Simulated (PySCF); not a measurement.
## `[Si@@H]1(C)O[SiH2][C@@H]1[SiH3]`, C$_{2}$H$_{10}$OSi$_{3}$

Molfile (atoms numbered from 1):
```
C2H10OSi3
     RDKit          3D

 16 16  0  0  0  0  0  0  0  0999 V2000
   -2.0896   -0.7748   -0.2619 C   0  0  0  0  0  0  0  0  0  0  0  0
   -1.0908    0.4173    0.8022 Si  0  0  2  0  0  4  0  0  0  0  0  0
   -0.7869    1.8510    0.0029 O   0  0  0  0  0  0  0  0  0  0  0  0
    0.8719    1.8973    0.0875 Si  0  0  0  0  0  4  0  0  0  0  0  0
    0.8144    0.1675    0.9184 C   0  0  2  0  0  0  0  0  0  0  0  0
    1.6050   -1.2993    0.0320 Si  0  0  0  0  0  4  0  0  0  0  0  0
   -3.0755   -0.3720   -0.4691 H   0  0  0  0  0  0  0  0  0  0  0  0
   -2.2183   -1.7209    0.2515 H   0  0  0  0  0  0  0  0  0  0  0  0
   -1.6023   -0.9703   -1.2115 H   0  0  0  0  0  0  0  0  0  0  0  0
   -1.7448    0.7558    2.0664 H   0  0  0  0  0  0  0  0  0  0  0  0
    1.3942    1.9838   -1.2671 H   0  0  0  0  0  0  0  0  0  0  0  0
    1.2603    3.0013    0.9545 H   0  0  0  0  0  0  0  0  0  0  0  0
    1.1761    0.1798    1.9459 H   0  0  0  0  0  0  0  0  0  0  0  0
    3.0673   -1.2253    0.1510 H   0  0  0  0  0  0  0  0  0  0  0  0
    1.2587   -1.3270   -1.3928 H   0  0  0  0  0  0  0  0  0  0  0  0
    1.1527   -2.5551    0.6462 H   0  0  0  0  0  0  0  0  0  0  0  0
  1  2  1  0
  2  3  1  0
  3  4  1  0
  4  5  1  0
  5  6  1  0
  5  2  1  0
  1  7  1  0
  1  8  1  0
  1  9  1  0
  2 10  1  1
  4 11  1  0
  4 12  1  0
  5 13  1  1
  6 14  1  0
  6 15  1  0
  6 16  1  0
M  END
```

Method: TDDFT wB97X-D/def2-SVPD circular dichroism and optical rotation, one conformer, gas phase (PySCF). Geometry: GFN2-xTB.

**Question.** Draw the ECD and absorption spectra from the lowest 12 states, each a Gaussian of half-width 0.35 eV at 1/e height.

**Answer.** 
```tsv
E (eV)	λ (nm)	Δε (L mol⁻¹ cm⁻¹)	ε (L mol⁻¹ cm⁻¹)
6.20	200	+1.44	411
6.30	197	+2.99	857
6.40	194	+5.23	1520
6.50	191	+7.72	2290
6.60	188	+9.52	2930
6.70	185	+9.71	3190
6.80	182	+8.03	2950
6.90	180	+5.13	2320
7.00	177	+2.18	1550
7.10	175	+0.07	893
7.20	172	-0.98	470
7.30	170	-1.26	294
7.40	168	-1.05	332
7.50	165	-0.34	559
7.60	163	+1.16	978
7.70	161	+3.68	1610
7.80	159	+7.05	2500
7.90	157	+10.53	3680
8.00	155	+12.94	5150
8.10	153	+12.97	6800
8.20	151	+9.92	8350
8.30	149	+4.41	9420
```
Δε uses R in velocity form, ε uses f in length form. Only the states computed contribute, so the short-wavelength end is incomplete.
